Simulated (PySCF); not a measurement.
selenium dioxide (O2Se), SMILES O=[Se]=O.

Coordinates come from a ωB97X-D3(BJ)/def2-TZVP optimisation.

All values below come from TDA-CAM-B3LYP/def2-SVPD (PySCF 2.14.0).

Vertical excitations. Isolated molecule, no solvent. State labels are in the subgroup C2v.

Q: Estimate the UV-visible absorptions. (An estimate is asked for; the answer gives what the named calculation found.)

A: 
```csv
state,symmetry,energy (eV),λ (nm),f,main pairs
S1,B1,3.35,370,0.005,HOMO→LUMO 98 %
S2,A2,3.42,362,0.000,HOMO−1→LUMO 99 %
S3,B2,5.40,230,0.063,HOMO−2→LUMO 77 %
S4,B1,6.88,180,0.005,HOMO−4→LUMO 98 %
S5,A2,7.05,176,0.000,HOMO−5→LUMO 99 %
S6,A1,7.66,162,0.034,"HOMO→LUMO+1 70 %, HOMO−3→LUMO 12 %"
S7,B2,7.86,158,0.000,"HOMO−1→LUMO+1 42 %, HOMO→LUMO+2 40 %, HOMO−1→LUMO+3 8 %"
S8,A2,7.96,156,0.000,HOMO−2→LUMO+1 79 %
S9,A1,7.96,156,0.030,"HOMO−3→LUMO 42 %, HOMO−1→LUMO+2 36 %, HOMO→LUMO+1 13 %"
S10,B1,8.45,147,0.031,HOMO−2→LUMO+2 87 %
T1,B1,2.50,496,0,HOMO→LUMO 99 %
T2,B2,2.64,469,0,HOMO−2→LUMO 98 %
T3,A2,2.93,424,0,HOMO−1→LUMO 99 %
T4,A1,5.55,223,0,HOMO−3→LUMO 98 %
```
Triplets are in the Tamm–Dancoff approximation.
